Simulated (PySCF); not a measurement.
Ground-state electric properties of a mixed set of molecules.

All values: CAM-B3LYP/def2-SVPD (PySCF) at GFN2-xTB geometries, gas phase, one conformer each. Core orbitals are frozen in the response; Δα² is half the sum of the squared differences of the principal polarisabilities.

(1) Rank by polarisability anisotropy Δα, highest first.
A. `C=C1C(C#N)=C1C#N`
B. `[CH3:1][C@@H:2]1[CH2:3][CH2:4][NH:5][N:6]1[SiH3:7]` with C1–C2–C3–C4 -108°, C2–C3–C4–N5 -31°, C3–C4–N5–N6 39°, C4–N5–N6–Si7 167°
C. `[N:1]#[C:2][CH2:3]/[CH:4]=[CH:5]\[CH2:6][O:7][SiH3:8]` with C2–C3–C4–C5 -72°, C4–C5–C6–O7 -166°, C5–C6–O7–Si8 -76°
D. `[CH:1]#[C:2][SiH2:3][CH2:4][NH:5][C:6]([CH3:7])=[O:8]` with C2–Si3–C4–N5 66°, Si3–C4–N5–C6 8°, C4–N5–C6–C7 -179°
E. `[CH3:1][C@@H:2]1[CH2:3][C@H:4]([C:5]#[N:6])[O:7][SiH2:8]1` with C1–C2–C3–C4 -160°, C2–C3–C4–C5 157°, C3–C4–O7–Si8 -19°, C4–O7–Si8–C2 -3°
F. `C(F)(F)(F)/P=C\C`

(2) Rank by dipole moment, highest first.
A. `C=C1C(C#N)=C1C#N`
B. `[N:1]#[C:2][CH2:3]/[CH:4]=[CH:5]\[CH2:6][O:7][SiH3:8]` with C2–C3–C4–C5 -72°, C4–C5–C6–O7 -166°, C5–C6–O7–Si8 -76°
C. `[CH3:1][CH2:2][C@H:3]1[CH2:4][NH:5][SiH2:6][NH:7]1` with C1–C2–C3–C4 171°, C2–C3–C4–N5 157°, C3–C4–N5–Si6 -31°, C4–N5–Si6–N7 13°, N5–Si6–N7–C3 10°
D. `[CH:1]#[C:2][SiH2:3][CH2:4][NH:5][C:6]([CH3:7])=[O:8]` with C2–Si3–C4–N5 66°, Si3–C4–N5–C6 8°, C4–N5–C6–C7 -179°
E. `C/C=P\C(F)(F)F`
F. `[CH3:1][C@@H:2]1[CH2:3][C@H:4]([C:5]#[N:6])[O:7][SiH2:8]1` with C1–C2–C3–C4 -160°, C2–C3–C4–C5 157°, C3–C4–O7–Si8 -19°, C4–O7–Si8–C2 -3°

(3) Rank by mean static polarisability, lowest first.
A. `C(NC(C)=O)[SiH2]C#C`
B. `C[C@@H]1CCNN1[SiH3]`
C. `N#CC/C=C\CO[SiH3]`
D. `O=CNC1=C[SiH2]CC1`
E. `CC[C@H]1CN[SiH2]N1`
F. `C/C=P\C(F)(F)F`

Answers

(1) A (9.32 Å³), C (4.47 Å³), F (4.24 Å³), E (3.48 Å³), D (3.02 Å³), B (2.59 Å³).

(2) F (4.98 D), D (4.78 D), B (3.22 D), E (2.92 D), A (2.46 D), C (0.70 D).

(3) F (9.73 Å³), E (12.75 Å³), B (13.04 Å³), C (13.40 Å³), A (13.83 Å³), D (14.29 Å³).

All values together:

```csv
SMILES,formula,μ (D),HOMO (eV),LUMO (eV),α (Å³),Δα (Å³),electrons,α per electron (Å³)
C[C@@H]1CCNN1[SiH3],C4H12N2Si,2.05,-7.34,1.16,13.04,2.59,64,0.204
C[C@@H]1C[C@H](C#N)O[SiH2]1,C5H9NOSi,4.98,-9.88,0.67,12.78,3.48,68,0.188
C=C1C(C#N)=C1C#N,C6H2N2,2.46,-8.75,-2.69,12.55,9.32,52,0.241
N#CC/C=C\CO[SiH3],C5H9NOSi,3.22,-9.23,0.59,13.40,4.47,68,0.197
CC[C@H]1CN[SiH2]N1,C4H12N2Si,0.70,-7.93,1.25,12.75,3.14,64,0.199
C#C[SiH2]CNC(C)=O,C5H9NOSi,4.78,-8.73,0.85,13.83,3.02,68,0.203
O=CNC1=C[SiH2]CC1,C5H9NOSi,2.74,-8.03,0.46,14.29,8.16,68,0.210
C/C=P\C(F)(F)F,C3H4F3P,2.92,-9.11,-1.01,9.73,4.24,64,0.152
```

Conformers: `[CH3:1][C@@H:2]1[CH2:3][CH2:4][NH:5][N:6]1[SiH3:7]` with C1–C2–C3–C4 -108°, C2–C3–C4–N5 -31°, C3–C4–N5–N6 39°, C4–N5–N6–Si7 167°; `[CH3:1][C@@H:2]1[CH2:3][C@H:4]([C:5]#[N:6])[O:7][SiH2:8]1` with C1–C2–C3–C4 -160°, C2–C3–C4–C5 157°, C3–C4–O7–Si8 -19°, C4–O7–Si8–C2 -3°; `[N:1]#[C:2][CH2:3]/[CH:4]=[CH:5]\[CH2:6][O:7][SiH3:8]` with C2–C3–C4–C5 -72°, C4–C5–C6–O7 -166°, C5–C6–O7–Si8 -76°; `[CH3:1][CH2:2][C@H:3]1[CH2:4][NH:5][SiH2:6][NH:7]1` with C1–C2–C3–C4 171°, C2–C3–C4–N5 157°, C3–C4–N5–Si6 -31°, C4–N5–Si6–N7 13°, N5–Si6–N7–C3 10°; `[CH:1]#[C:2][SiH2:3][CH2:4][NH:5][C:6]([CH3:7])=[O:8]` with C2–Si3–C4–N5 66°, Si3–C4–N5–C6 8°, C4–N5–C6–C7 -179°; `[O:1]=[CH:2][NH:3][C:4]1=[CH:5][SiH2:6][CH2:7][CH2:8]1` with O1–C2–N3–C4 0°, C2–N3–C4–C5 177°, C4–C5–Si6–C7 -7°, C5–Si6–C7–C8 12°, Si6–C7–C8–C4 -13°, N3–C4–C8–C7 -172°.

Q: How closely does the mean polarisability follow the number of electrons in this set?

A: The correlation coefficient is 0.30; α per electron runs from 0.152 to 0.241 Å³.
